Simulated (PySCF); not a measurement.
Species: C₇H₁₁N₃.
Structure used (PBE0-D3(BJ)/def2-SVP), in Å, numbered top down from 1:
```xyz
21
C7H11N3 angstrom
C     -2.7782    1.5878    1.7405
C     -2.5597    0.4397    1.0902
C     -1.4826    0.2122    0.1368
C     -1.1628   -0.9604   -0.5801
N     -0.1005   -0.7169   -1.3385
N      0.1867    0.5412   -1.0846
C      1.3432    1.1880   -1.6679
C      2.6435    0.7807   -0.9879
C      2.7258    1.1897    0.4731
N     -0.5894    1.1444   -0.2149
H     -3.6067    1.6917    2.4442
H     -2.1296    2.4531    1.5811
H     -3.2178   -0.4182    1.2617
H     -1.6508   -1.9331   -0.5788
H      1.3602    0.9190   -2.7333
H      1.1634    2.2682   -1.5789
H      2.7558   -0.3113   -1.0898
H      3.4708    1.2327   -1.5604
H      1.8929    0.7679    1.0559
H      3.6646    0.8414    0.9285
H      2.6814    2.2844    0.5862
```

Definitions: NICS(0) = −σiso at the ring centroid; NICS(1) = −σiso and NICS(1)zz = −σzz at ±1 Å along the ring normal z. Level: GIAO B3LYP/pcSseg-1 (PySCF, non-relativistic, gas phase) on the PBE0-D3(BJ)/def2-SVP geometry, one conformer.

Ring bond lengths (Å): C3–C4 1.411, C4–N5 1.328, N5–N6 1.315, N6–N10 1.313, N10–C3 1.338.

Problem. What do the NICS probes read (ppm)?

Solution. 
```tsv
ring	type	NICS(0)	NICS(1), two faces	NICS(1)zz, two faces	rms pucker (Å)	centre to ring atoms, mean (Å)
C3–C4–N5–N6–N10	5-membered ring with 3 N; formal bonds all aromatic	-11.6	-12.3 / -12.1	-30.8 / -29.8	0.00	1.14
```

Problem. What can be read from them?

Solution. 
- C3–C4–N5–N6–N10: mean NICS(1)zz -30.3 ppm, shielded. For a flat ring without four-coordinate atoms the NICS criterion counts such a value as aromatic.

Problem. How equal are the bonds by HOMA? Use HOMA with the parameters of Krygowski (1993).

Solution. 
- C3–C4–N5–N6–N10: HOMA 0.97; the largest term is that of C3–C4, α(R − Ropt)² = 0.14. The geometric and the magnetic index point the same way.

Problem. At the second NICS(1) probe listed for ring C3–C4–N5–N6–N10, 1 Å off the ring, how large is the induced field along the normal in 7.05 T applied along it?

Solution. NICSzz × B0 = -29.8 ppm × 7.05 T = -210 μT, against the applied field.

Problem. Give the inner angles of the rings.

Solution. 
- C3–C4–N5–N6–N10: C3 107.1°, C4 108.6°, N5 103.9°, N6 116.0°, N10 104.4°; sum 540.0° against 540° for a flat convex ring.

Problem. What are the shieldings of the ring atoms and their hydrogens in the same run (means over atoms taken as equivalent)?

Solution. 
```json
{"atoms": "C3", "environment": "substituted aromatic carbon", "σ isotropic (ppm)": "29.0", "principal values of the symmetric part, first atom (ppm)": "-34.7, 8.2, 113.6"}
{"atoms": "C4", "environment": "aromatic CH next to a ring nitrogen", "σ isotropic (ppm)": "40.1", "principal values of the symmetric part, first atom (ppm)": "-39.9, 43.3, 116.8"}
{"atoms": "N5", "environment": "pyridine-type nitrogen", "σ isotropic (ppm)": "-103.9", "principal values of the symmetric part, first atom (ppm)": "-326.5, -147.9, 162.7"}
{"atoms": "N6", "environment": "pyrrole-type nitrogen", "σ isotropic (ppm)": "-24.4", "principal values of the symmetric part, first atom (ppm)": "-145.1, 0.6, 71.2"}
{"atoms": "N10", "environment": "pyridine-type nitrogen", "σ isotropic (ppm)": "-98.8", "principal values of the symmetric part, first atom (ppm)": "-313.6, -138.8, 155.8"}
{"atoms": "H14", "environment": "aromatic hydrogen", "σ isotropic (ppm)": "24.13", "principal values of the symmetric part, first atom (ppm)": "22.0, 24.5, 25.9"}
```

Problem. How do the values depend on the level or the medium?

Solution. 
| level | NICS(0), C3–C4–N5–N6–N10 | mean NICS(1)zz, C3–C4–N5–N6–N10 |
| --- | --- | --- |
| B3LYP/pcSseg-1, gas | -11.6 | -30.3 |
| PBE0/pcSseg-1, gas | -12.0 | -30.9 |
| PBE0/pcSseg-1, IEF-PCM acetonitrile | -11.9 | -30.9 |
| PBE0/pcSseg-1, IEF-PCM benzene | -11.9 | -30.9 |

The geometry is the same throughout; the continuum's cavity takes Bondi-type radii × 1.2.
